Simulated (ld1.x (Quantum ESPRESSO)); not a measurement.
**oxygen (O), RRKJ: configuration errors across variants**

oxygen (O), norm-conserving RRKJ (Kleinman–Bylander form), made with ld1.x (Quantum ESPRESSO) 7.5 (PW91, scalar-relativistic). Core [He], reference 2s2 2p3.5 (charge +0.5). Waves: 2s (bound): rc 0.65 bohr; 2p (bound): rc 1.65 bohr; 3d channel at -0.05 Ry: rc 1.75 bohr. Local part: all-electron potential smoothed inside 0.95 bohr (lloc = -1). Core correction: a·sin(br)/r model core inside 0.40 bohr.

All-electron excitation energies from the reference (eV): (1) 2s2 2p4 -6.329; (2) 2s2 2p3 10.194; (3) 2s2 2p2 43.896; (4) 2s2 2p4.3 -8.474; (5) 2s1 2p4 25.382; (6) 2s1 2p5 8.586; (7) 2s2 2p0 174.944.

The overlap operator is not positive definite (basis up to 400 Ry) in “type ultrasoft; waves now 2s (bound): rcut 0.55, rcutus 0.65 bohr; 2s channel at -1.7 Ry: rcut 0.55, rcutus 0.65 bohr; 2p (bound): rcut 1.45, rcutus 1.65 bohr; 2p channel at 0.5 Ry: rcut 1.45, rcutus 1.65 bohr; 3d channel at -0.05 Ry: rcut 1.50, rcutus 1.75 bohr; 3d channel at 1.95 Ry: rcut 1.50, rcutus 1.75 bohr; local potential all-electron potential smoothed inside 0.65 bohr (lloc = -1); augmentation built from norm-conserving waves at rcut, not smoothed further”. Such files are unfit for use, however small their errors in these radial tests.

Tests that are not counted but printed errors over 1 eV. “type ultrasoft; waves now 2s (bound): rcut 0.55, rcutus 0.65 bohr; 2s channel at -1.7 Ry: rcut 0.55, rcutus 0.65 bohr; 2p (bound): rcut 1.45, rcutus 1.65 bohr; 2p channel at 0.5 Ry: rcut 1.45, rcutus 1.65 bohr; 3d channel at -0.05 Ry: rcut 1.50, rcutus 1.75 bohr; 3d channel at 1.95 Ry: rcut 1.50, rcutus 1.75 bohr; local potential all-electron potential smoothed inside 0.65 bohr (lloc = -1); augmentation built from norm-conserving waves at rcut, not smoothed further”: 2s2 2p0 (converged, but collapsed or in another state, printed error -20.8 eV). “local potential all-electron potential smoothed inside 1.56 bohr (lloc = -1)”: 2s2 2p2 (solver errors, printed error -55.3 eV); 2s2 2p0 (solver errors, printed error +89.9 eV).

2 further variants failed, have other tests or another functional or relativity, and are left out.

A true bound ghost makes a file unfit for plane-wave use even where its test errors are small: the radial tests pick states by their node count and pass the ghost by. Where a test does run into it, the solver fails or the error is huge.

The file “type ultrasoft; waves now 2s (bound): rcut 0.55, rcutus 0.65 bohr; 2s channel at -1.7 Ry: rcut 0.55, rcutus 0.65 bohr; 2p (bound): rcut 1.45, rcutus 1.65 bohr; 2p channel at 0.5 Ry: rcut 1.45, rcutus 1.65 bohr; 3d channel at -0.05 Ry: rcut 1.50, rcutus 1.75 bohr; 3d channel at 1.95 Ry: rcut 1.50, rcutus 1.75 bohr; local potential all-electron potential smoothed inside 0.65 bohr (lloc = -1); augmentation built from norm-conserving waves at rcut, not smoothed further” misses its own reference levels by 5.1 eV.

Errors AE − PS in meV (a dash: test not solved or not reliable):

| change | (1) | (2) | (3) | (4) | (5) | (6) | (7) | bound ghosts |
| --- | --- | --- | --- | --- | --- | --- | --- | --- |
| base | +5.2 | +13 | +257 | +8.6 | -55 | +52 | +3767 | none |
| all radii but the core radius scaled by about 1.06 (s 0.68, p 1.74, d 1.86 bohr); local potential all-electron potential smoothed inside 1.00 bohr (lloc = -1) | +6.9 | +17 | +321 | +12 | -72 | +60 | +4506 | none |
| local potential all-electron potential smoothed inside 1.25 bohr (lloc = -1) | +4.7 | +13 | +248 | +7.6 | -55 | +52 | +3692 | none |
| wave 3d channel at -0.05 Ry: rc 1.75 bohr becomes 3d channel at 1.72 Ry: rc 1.75 bohr | +5.2 | +13 | +257 | +8.6 | -55 | +52 | +3767 | none |
| wave 2p (bound): rc 1.65 bohr becomes 2p (bound): rc 1.02 bohr | +0.7 | +0.8 | +29 | +1.1 | +4.2 | +14 | +638 | none |
| type ultrasoft; waves now 2s (bound): rcut 0.55, rcutus 0.65 bohr; 2s channel at -1.7 Ry: rcut 0.55, rcutus 0.65 bohr; 2p (bound): rcut 1.45, rcutus 1.65 bohr; 2p channel at 0.5 Ry: rcut 1.45, rcutus 1.65 bohr; 3d channel at -0.05 Ry: rcut 1.50, rcutus 1.75 bohr; 3d channel at 1.95 Ry: rcut 1.50, rcutus 1.75 bohr; local potential all-electron potential smoothed inside 0.65 bohr (lloc = -1); augmentation built from norm-conserving waves at rcut, not smoothed further | +2141 | -2729 | -9345 | +3116 | -3018 | +1974 | – | not determined (overlap not positive) |
| local potential all-electron potential smoothed inside 1.56 bohr (lloc = -1) | -38 | -45 | – | -84 | -87 | +43 | – | s |
| wave 2s (bound): rc 0.65 bohr becomes 2s (bound): rc 0.76 bohr | +5.1 | +13 | +254 | +8.4 | -53 | +51 | +3726 | none |
| wave 3d channel at -0.05 Ry: rc 1.75 bohr becomes 3d channel at -0.05 Ry: rc 2.66 bohr | +5.2 | +13 | +257 | +8.6 | -55 | +52 | +3767 | none |

Question: Give the same row for: core correction a·sin(br)/r model core inside 0.42 bohr.

Answer: +5.2, +14, +258, +8.6, -55, +52, +3774; bound ghosts: none.
